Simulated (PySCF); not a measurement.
CH5BrClNSi, SMILES C[Si](N)(Cl)Br.

Geometry: PBE0-D3(BJ)/def2-SVP. The values are those of a single conformer.

Vertical ionisation energy (IE) and electron affinity (EA) in eV. Rows of orbital energies are one-electron estimates. Where ΔSCF, EOM or ADC give a negative EA the extra electron is unbound and the value depends on the basis.

```json
[
 {"level": "−ε(HOMO), −ε(LUMO), CAM-B3LYP/def2-TZVP (PySCF)", "IE": "9.26", "EA": "-1.30"},
 {"level": "−ε(HOMO), −ε(LUMO), PBE/def2-TZVP (PySCF)", "IE": "6.48", "EA": "0.51"}
]
```
